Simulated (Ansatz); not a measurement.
`F[SiH](Br)Br` → Br₂ + `F[SiH]` at 700 K and 1 bar (silylene formation by 1,1-elimination).

Gas-phase electronic energies from Ansatz, PBE0-D4/def2-TZVP geometries. CCSD(T)/CBS adds triple-zeta CCSD(T) − MP2 to the extrapolated MP2 energy (def2 sets, frozen cores). This one scheme is used for every species. For Br outer-core shells are correlated without core-valence functions, which leaves a few kJ/mol of doubt a bond. Scalar relativity is left out up to krypton.

```tsv
species	CCSD(T)/CBS energy (Eh)	H − E (kJ/mol)	S (J/(mol·K))
`F[SiH](Br)Br`	-5536.27111	89.1	408.5
Br₂	-5146.62008	26.4	276.4
`F[SiH]`	-389.46371	50.0	276.0
```

H − E and S are ideal-gas, rigid-rotor, harmonic terms from PBE0-D4/def2-TZVP. 1 Eh = 2625.50 kJ/mol, R = 8.31446 J/(mol·K).

Problem. By hand: ΔE, ΔH, ΔS and ΔG.

Solution. ΔE = (-5146.62008) + (-389.46371) − (-5536.27111) = 0.18732 Eh = 491.8 kJ/mol. Δ(H − E) = 26.4 + 50.0 − 89.1 = -12.7, so ΔH = 479.1 kJ/mol. ΔS = 276.4 + 276.0 − 408.5 = 143.9 J/(mol·K). ΔG = 479.1 − 700 × (143.9)/1000 = 378.4 kJ/mol.

Problem. By hand: the equilibrium constant, and the temperature at which ΔG would vanish if ΔH and ΔS stayed fixed.

Solution. log₁₀ K = −ΔG/(RT ln 10) = -28.2. ΔG = 0 at ΔH/ΔS = 3329 K, far beyond where these terms or the molecules hold.

The number of gas molecules changes by +1, which sets the sign of ΔS. A doubt of 5 kJ/mol in ΔE shifts log₁₀ K by 0.4 here. These are equilibria of isolated gas molecules and say nothing of rates. Largest T1 diagnostic: 0.015 (customary marks: 0.02 for closed shells, 0.045 for open ones).
